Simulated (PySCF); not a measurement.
# Electron correlation in Ne²⁺ (neon, charge +2)

[He] 2s2 2p3 3d1, high-spin 5D determinant (an excited configuration). Computed with PySCF 2.14 in dyall-av3z (15s9p3d2f, 71 functions), with scalar relativity by spin-free X2C-1e. Frozen: 1s2; 6 electrons correlated; the 13 highest virtual orbitals of each spin left out.

```json
{"level": "CCSD", "correlation energy (mhartree)": "-135.88"}
{"level": "(T)", "correlation energy (mhartree)": "-1.64"}
{"level": "CCSD(T)", "correlation energy (mhartree)": "-137.52"}
```

Diagnostics: T1 = 0.0018, D1 = 0.0037, largest double amplitude 0.045.

The outer electron is Rydberg-like, and this basis confines it to a smaller radius and binds it less than a complete one would.

Cost of the coupled-cluster step: about 4 core-seconds, for 6 correlated electrons.

Iterations:

```
CC2 = 0
CCSD nocc = (np.int64(5), np.int64(1)), nmo = (57, 57)
frozen orbitals [[0, 58, 59, 60, 61, 62, 63, 64, 65, 66, 67, 68, 69, 70], [0, 58, 59, 60, 61, 62, 63, 64, 65, 66, 67, 68, 69, 70]]
max_cycle = 100
direct = 0
conv_tol = 1e-08
conv_tol_normt = 1e-06
diis_space = 8
diis_start_cycle = 0
Init t2, MP2 energy = -0.121077287391833
Init E_corr(UCCSD) = -0.121077287391923
cycle = 1  E_corr(UCCSD) = -0.132664436161481  dE = -0.0115871488  norm(t1,t2) = 0.021762
cycle = 2  E_corr(UCCSD) = -0.134687968006608  dE = -0.00202353185  norm(t1,t2) = 0.00994657
cycle = 3  E_corr(UCCSD) = -0.135987841191451  dE = -0.00129987318  norm(t1,t2) = 0.00628635
cycle = 4  E_corr(UCCSD) = -0.135851749381262  dE = 0.00013609181  norm(t1,t2) = 0.00224994
cycle = 5  E_corr(UCCSD) = -0.135881548312009  dE = -2.97989307e-05  norm(t1,t2) = 0.000336973
cycle = 6  E_corr(UCCSD) = -0.135876330873559  dE = 5.21743845e-06  norm(t1,t2) = 8.21269e-05
cycle = 7  E_corr(UCCSD) = -0.135877772282842  dE = -1.44140928e-06  norm(t1,t2) = 1.86736e-05
cycle = 8  E_corr(UCCSD) = -0.135877592741891  dE = 1.79540952e-07  norm(t1,t2) = 4.54946e-06
cycle = 9  E_corr(UCCSD) = -0.135877547060307  dE = 4.56815842e-08  norm(t1,t2) = 7.39316e-06
cycle = 10  E_corr(UCCSD) = -0.135877594600593  dE = -4.7540286e-08  norm(t1,t2) = 5.21803e-07
cycle = 11  E_corr(UCCSD) = -0.135877579680987  dE = 1.49196052e-08  norm(t1,t2) = 2.837e-07
cycle = 12  E_corr(UCCSD) = -0.135877591963566  dE = -1.22825786e-08  norm(t1,t2) = 2.38991e-07
cycle = 13  E_corr(UCCSD) = -0.135877591850147  dE = 1.1341858e-10  norm(t1,t2) = 6.55673e-09
UCCSD converged
E(UCCSD) = -124.6764784397164  E_corr = -0.1358775918501474
UCCSD(T) correction = -0.00164330309989923
```
